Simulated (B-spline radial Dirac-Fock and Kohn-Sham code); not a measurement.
Elastic scattering of 209 eV electrons by atomic bismuth

Model: relativistic (Dirac) partial waves in the static field of the Dirac-Fock atom with Furness-McCarthy exchange, without polarisation or absorption potentials. Program: a radial atomic solver. Below a few hundred eV the neglected polarisation potential matters, most of all at small angles.

Input file task.json (cfg lists n, l and occupation; rrms is the nuclear radius in fm):

```json
{"items": [{
  "Z": 83,
  "q": 0,
  "cfg": [[1, 0, 2], [2, 0, 2], [2, 1, 6], [3, 0, 2], [3, 1, 6], [3, 2, 10], [4, 0, 2], [4, 1, 6], [4, 2, 10], [4, 3, 14], [5, 0, 2], [5, 1, 6], [5, 2, 10], [6, 0, 2], [6, 1, 3]],
  "A": 209,
  "rrms": 5.5211,
  "do": "elastic",
  "energies": [[209.0, 0]],
  "theta": [5, 10, 15, 20, 25, 30, 35, 40, 45, 50, 55, 60, 65, 70, 75, 80, 85, 90, 95, 100, 105, 110, 115, 120, 125, 130, 135, 140, 145, 150, 155, 160, 165, 170, 175]
}]}
```

Command: `python xray2_run.py task.json out`

```
θ (°)  dσ/dΩ (a₀²/sr)  Sherman function
    5            95.5             0.002
   10            58.8             0.006
   15            33.0             0.014
   20            18.6             0.026
   25            10.0             0.042
   30            4.60             0.059
   35            1.64             0.060
   40           0.600            -0.087
   45           0.724            -0.214
   50            1.26            -0.158
   55            1.68            -0.115
   60            1.72            -0.087
   65            1.43            -0.063
   70           0.971            -0.035
   75           0.524             0.017
   80           0.216             0.148
   85          0.0729             0.495
   90          0.0490             0.533
   95          0.0739             0.116
  100          0.0945            -0.109
  105          0.0951            -0.271
  110          0.0913            -0.386
  115           0.107            -0.361
  120           0.151            -0.243
  125           0.208            -0.151
  130           0.248            -0.101
  135           0.241            -0.078
  140           0.181            -0.075
  145          0.0937            -0.107
  150          0.0253            -0.303
  155          0.0235            -0.266
  160           0.113            -0.047
  165           0.279            -0.015
  170           0.472            -0.007
  175           0.626            -0.003
```

The total elastic cross section is 28.0 a₀², the first transport cross section 4.46 a₀² and the second, weighted with (3/2) sin²θ, 8.16 a₀². The mean deflection is ⟨1 − cos θ⟩ = 0.159, and 3.1 % of the collisions scatter beyond 90°.

On this grid of angles the cross section has minima near 40°, 90°, 110°, 155°, from interference among the few low partial waves with large phase shifts.

Values without a named source are computed, but for edge energies of neutral atoms, which are taken from tables.
